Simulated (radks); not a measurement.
Fractional charge and spin in the 5s shell of cerium: the spin-up occupation runs from 0 to 1 and the spin-down occupation from 0 to 1; the fullest corner is Ce3+, [Kr] 4d10 4f(up 0.5, down 0.5) 5p6 5s(up 1, down 1). Method: scalar-relativistic Kohn-Sham, PBE, spin-polarised, spherical densities, finite nucleus; Fermi nuclear charge, rms radius of each element as measured or else 0.836 A^(1/3) + 0.57 fm; computed with a radial shooting solver on a logarithmic mesh with Libxc functionals. Energy (eV) above the fullest corner. The planes named below are the two flat planes that join the four corners, with an edge along up + down = one added electron.

down \ up,0,0.25,0.5,0.75,1
0,155.025,132.527,110.901,90.139,70.236
0.25,132.527,110.966,90.266,70.423,51.430
0.5,110.901,90.266,70.486,51.553,33.460
0.75,90.139,70.423,51.553,33.520,16.319
1,70.236,51.430,33.460,16.319,0.000

Corners above the fullest one (they belong to Ce4+ and the next ion): (up 1, down 0) 70.236 eV, (up 0, down 1) 70.236 eV, (up 0, down 0) 155.02 eV. With half an added electron in each spin the energy lies 0.250 eV from the planes, and with half an added electron in spin up alone -1.730 eV. The planes are only a guide here: the flat-plane condition holds for ground states with one frontier orbital, while this shell lies below other occupied shells, so the corners above the fullest one are inner-hole states and not the ground states of those ions.
